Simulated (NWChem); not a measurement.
System: H$_{4}$PO$_{4}$ cation; SMILES OP(O)(O)=[OH+]

```xyz
9

O     -0.2705    -1.3025    -0.8245
P      0.0000     0.0000     0.0000
O      1.3025    -0.2705     0.8245
O      0.2705     1.3025    -0.8245
O     -1.3025     0.2705     0.8245
H     -1.1407    -1.4120    -1.2569
H      1.4120    -1.1407     1.2569
H      1.1407     1.4120    -1.2569
H     -1.4120     1.1407     1.2569
```
Atoms are numbered in this order, from 1.

Program: NWChem. Pople sets run with spherical d functions. Geometry: optimised at B3LYP/6-31G* (spherical d). GIAO values for the isolated, static molecule; σ is the absolute isotropic shielding, δ = σ(reference) − σ with the isolated reference molecule computed at the same levels (1H: tetramethylsilane, 17O: water, 31P: phosphine).

```json
[
 {"level": "PBE/pcSseg-1", "δ O1 (ppm)": "108.9", "δ P2 (ppm)": "279.0", "δ H6 (ppm)": "5.73"},
 {"level": "B3LYP/6-311G**", "δ O1 (ppm)": "100.9", "δ P2 (ppm)": "275.2", "δ H6 (ppm)": "5.59"},
 {"level": "Hartree-Fock/6-31G*", "δ O1 (ppm)": "57.2", "δ P2 (ppm)": "204.7", "δ H6 (ppm)": "6.10"},
 {"level": "PBE0/pcSseg-1", "δ O1 (ppm)": "100.1", "δ P2 (ppm)": "274.7", "δ H6 (ppm)": "5.95"},
 {"level": "BHandHLYP/pcSseg-1", "δ O1 (ppm)": "92.4", "δ P2 (ppm)": "259.6", "δ H6 (ppm)": "6.15"}
]
```
